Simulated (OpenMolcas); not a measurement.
**Computed levels of Sb3+**

```json
{
  "Program": "OpenMolcas",
  "Method": "RASSCF",
  "Basis": "ANO-RCC-VQZP [8s7p5d3f2g]",
  "Scalar Hamiltonian": "DKH2, point nucleus",
  "Active space": "2 electrons in 9 orbitals (RAS2 5s 5p; RAS3 5d, at most 2 electrons)",
  "State averaging": "2S+1 = 3 even, 3 roots; 2S+1 = 1 even, 7 roots; 2S+1 = 3 odd, 3 roots; 2S+1 = 1 odd, 3 roots",
  "Spin-orbit coupling": "state interaction with AMFI integrals over the reference wave functions, term energies averaged over their components"
}
```

With spin-orbit coupling, above the lowest level:

| Configuration | Term | J | E (cm-1) | Measured (cm-1) | g | Term weight % |
| --- | --- | --- | --- | --- | --- | --- |
| 5s2 | 1S | 0 | 0.0 | 0.0 |  | 100 |
| 5s 5p | 3P* | 0 | 59043 |  |  | 100 |
| 5s 5p | 3P* | 1 | 61031 | 66700 | 1.498 | 99 |
| 5s 5p | 3P* | 2 | 65726 | 72560 | 1.501 | 100 |
| 5s 5p | 1P* | 1 | 96774 | 95952 | 1.003 | 99 |
| 5p2 | 1D | 2 | 148079 | 155956 | 1.048 | 90 |
| 5p2 | 3P | 0 | 148453 | 152076 |  | 97 |
| 5p2 | 3P | 1 | 151605 | 156388 | 1.501 | 100 |
| 5p2 | 3P | 2 | 156719 | 163524 | 1.453 | 90 |

Against the 7 measured excited levels shown (Moore, Atomic Energy Levels, vol. III, NSRDS-NBS 35 (1971 reprint of NBS Circular 467, 1958)) the mean absolute deviation is 5200 cm-1; the largest miss in energy is 5p2 1D2: computed 148079, measured 155956 cm-1 (-5.1 %), and the largest in proportion 5s 5p 3P* 2 (-9.4 %).

Spin-orbit coupling puts the lowest level 8.0 cm-1 below the lowest spin-free term.

Active for correlation alone: 5d; no level in the range computed is led by a configuration that fills it, so any true level of that kind is missing. Some terms mix strongly with configurations of 5d, whose occupation reaches 0.29 (5p2 1D). Computed and measured levels are paired by configuration, term and J; levels that our copy of the source lacks, or whose pairing is in doubt (as where it misses far off the trend of its configuration), stay unpaired and out of the deviations. Levels of configurations outside the active space are missing. The first state left out of the spin-orbit step lies near 200000 cm-1 above the lowest spin-free state of the reference (among the parities and spins computed), and the list stops at four fifths of that energy or lower.

The term weight is that of the spin-free term in the level, not the purity of its configuration. * marks odd parity.
